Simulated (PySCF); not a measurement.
## Static response to an electric field

Compound: C₆H₆F₂.
Atom-mapped SMILES: `[CH2:1]=[CH:2][C@@H:3]1[CH:4]=[C:5]([F:6])[C@H:7]1[F:8]` (hydrogens: H9, H10 on C1; H11 on C2; H12 on C3; H13 on C4; H14 on C7)

Structure used (GFN2-xTB), in Å, numbered top down from 1:
```xyz
14
C6H6F2 angstrom
C      2.3486   -0.2878    0.5796
C      1.0387   -0.4471    0.6182
C      0.0747    0.3837   -0.1569
C     -1.1370    0.8951    0.6066
C     -1.9934    0.2499   -0.1736
F     -3.3198    0.1407   -0.2073
C     -0.9531   -0.4049   -1.0369
F     -0.9499   -0.0590   -2.3602
H      3.0129   -0.9085    1.1552
H      2.8098    0.4701   -0.0319
H      0.5901   -1.2113    1.2390
H      0.5909    1.1506   -0.7357
H     -1.2229    1.5238    1.4703
H     -0.8903   -1.4957   -0.9886
```

Level: CAM-B3LYP/def2-SVPD (PySCF), static field, nuclei fixed, core orbitals frozen in the response. The polarisability tensor in these axes (au):

```
x   89.97  0.43  6.36
y    0.43 57.19  2.90
z    6.36  2.90 62.28
```

Problem. What are the eigenvalues, a third of the trace, and Δα (Δα² = ½Σ(αi − αj)² over the three pairs)?

Solution. Principal values 55.71, 62.34 and 91.39 au; mean 69.81 au = 10.35 Å³ = 11.51 × 10⁻⁴⁰ C²·m²/J; Δα = 32.87 au (47 % of the mean).

Problem. What is the dipole moment, and where does it point?

Solution. (1.61, -0.14, 1.89) D, 2.48 D in size, pointing from the negative to the positive side. Measured along this direction, the outermost atoms are F8 and F6 at the negative end and H9 at the positive end.

Problem. Find the Langevin capture rate constant for H3+ (3.023 u) meeting this molecule (116.044 u), k = 2.342 × 10⁻⁹ cm³/s × √(α in Å³ / reduced mass in u).

Solution. The reduced mass is 2.95 u, so k = 4.39 × 10⁻⁹ cm³/s. The formula leaves out the permanent dipole, which adds to the capture rate.

Problem. Along which axes do the principal values lie, and how far do the nuclei extend along each?

Solution. Largest value along (0.98, 0.03, 0.22), where the nuclei span 6.44 Å; middle along (-0.21, 0.47, 0.86), 4.09 Å; least along (0.07, 0.88, -0.46), 3.00 Å. The response follows the extents in order.

Problem. Sum over states: ᾱ = Σ f/ω², ω in Eh. What share falls to these 8 lowest TDDFT singlets (eV, f)? 6.75, 0.1904; 6.85, 0.0583; 7.46, 0.0275; 7.54, 0.2131; 7.64, 0.0348; 7.73, 0.2338; 7.78, 0.0015; 7.96, 0.0012.

Solution. They add up to 10.52 au, 15.1 % of the 69.81 au; the largest single term is 3.10 au, from the state at 6.75 eV. Terms in order: 3.10, 0.92, 0.37, 2.77, 0.44, 2.90, 0.02, 0.01 au. Higher excitations give the rest. The strengths listed sum to 0.761.

One conformer (not necessarily the lowest) at the GFN2-xTB geometry, without solvent, vibrations or thermal averaging.

The run behind these numbers computed excited states as well. Hardware: one thread of an Arm Neoverse V1, shared host. Cost: 53 s, 0.96 GiB resident at most.
